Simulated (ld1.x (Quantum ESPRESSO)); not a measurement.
## zinc, TM: configuration errors across variants

zinc (Zn), norm-conserving Troullier–Martins (Kleinman–Bylander form), made with ld1.x (Quantum ESPRESSO) 7.5 (revPBE, scalar-relativistic). Core [Ar], reference 3d10 4s1.5 4p0 (charge +0.5). Waves: 4s (bound): rc 2.00 bohr; 3d (bound): rc 1.45 bohr; 4p (bound, empty): rc 2.60 bohr. Local part: the p channel. Core correction: none.

All-electron excitation energies from the reference (eV): (1) 3d10 4s2 4p0 -3.893; (2) 3d10 4s1 4p0 5.883; (3) 3d10 4s0 4p0 24.147; (4) 3d10 4s0 4p1 12.169; (5) 3d9 4s0 4p0 64.557; (6) 3d10 4s1 4p1 1.163; (7) 3d9 4s2 4p0 13.941.

1 further variants failed, have other tests or too few solved ones, and are left out.

A true bound ghost makes a file unfit for plane-wave use even where its test errors are small: the radial tests pick states by their node count and pass the ghost by.

Errors AE − PS in meV (a dash: test not solved or not reliable):

| change | (1) | (2) | (3) | (4) | (5) | (6) | (7) | bound ghosts |
| --- | --- | --- | --- | --- | --- | --- | --- | --- |
| base | -0.3 | -0.2 | +36 | +10 | -328 | +0.7 | -454 | s |
| core correction a·sin(br)/r model core inside 0.64 bohr | -1.8 | -3.6 | -30 | -6.4 | -522 | – | -495 | s |
| core correction a·sin(br)/r model core inside 0.76 bohr | -1.8 | -3.6 | -30 | -6.4 | -522 | -0.5 | -494 | s |
| core correction a·sin(br)/r model core inside 1.00 bohr | -1.7 | -3.5 | -29 | -6.1 | -519 | -0.4 | -487 | s |
| core correction a·sin(br)/r model core inside 1.12 bohr | -1.7 | -3.5 | -29 | -5.9 | -515 | -0.4 | -481 | s |
| core correction a·sin(br)/r model core inside 1.40 bohr | – | -3.2 | -25 | -4.3 | – | -0.4 | -468 | s |

Give the same row for: core correction a·sin(br)/r model core inside 1.52 bohr.

-1.5, -3.0, -20, -2.8, –, -0.3, –; bound ghosts: s.
